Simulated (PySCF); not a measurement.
In(OH)(SeH)2, SMILES [OH][In]([SeH])[SeH], CAM-B3LYP/def2-SVP optimised geometry.

```
7

In    -0.06    -0.12     0.00
O      0.75    -1.94     0.01
H      1.72    -1.95    -0.01
Se     1.36     1.95     0.00
H      2.61     1.17     0.00
Se    -2.56    -0.12     0.00
H     -2.61     1.35     0.00
```

Density from CAM-B3LYP/def2-TZVP, def2 effective core potentials past Kr (PySCF) at that geometry. The core electrons that the potentials of In replace are not part of the density.

Minimum of the electron density along straight lines between bonded atoms, close to the bond critical point (lines longer than 1.1 times the sum of covalent radii, or with two minima, are not listed):

| bond | length / Å | ρ at the minimum / e bohr⁻³ | ∇²ρ there / e bohr⁻⁵ | position (fraction from the first atom) |
|---|---|---|---|---|
| In1–O2 | 1.986 | 0.114 | 0.50 | 0.52 |
| O2–H3 | 0.965 | 0.354 | -2.33 | 0.80 |
| In1–Se4 | 2.514 | 0.074 | 0.09 | 0.47 |
| Se4–H5 | 1.470 | 0.174 | -0.31 | 0.63 |
| In1–Se6 | 2.500 | 0.076 | 0.09 | 0.47 |
| Se6–H7 | 1.470 | 0.175 | -0.31 | 0.63 |
